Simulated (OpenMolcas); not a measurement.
Nb2+ (d3) among equal point charges was computed by CASSCF with the d shell active (OpenMolcas, ANO-RCC-VDZP on the metal). Its lowest spin-free states, and all those of the highest spin:

```csv
2S+1,Degeneracy,E (cm-1)
4,1,0.0
4,2,6299
2,2,9213
2,1,10008
2,1,10726
2,1,12126
2,1,13951
4,2,15186
2,2,15324
4,1,16723
2,1,17418
2,1,18663
4,1,26276
4,1,28942
4,2,44946
```

Problem. Is the site octahedral, tetrahedral or cube-like, axial, or of lower symmetry?

Solution. The states with 2S+1 = 4 have orbital degeneracies 1, 2, 2, 1, 1, 1, 2. There are pairs but no triples, so the site is axial: not cubic, but with a proper or improper axis of order three or more. The run had Nb2+ among 4 point charges of -1.5 e arranged as a square (D4h), 2.25 Å from the ion.

Without dynamic correlation the repulsion within the d shell is too large (B by tens of per cent), so at a given field states of lower spin stand too high. This is an electrostatic model: the charges have no orbitals. No measured value stands beside these numbers.
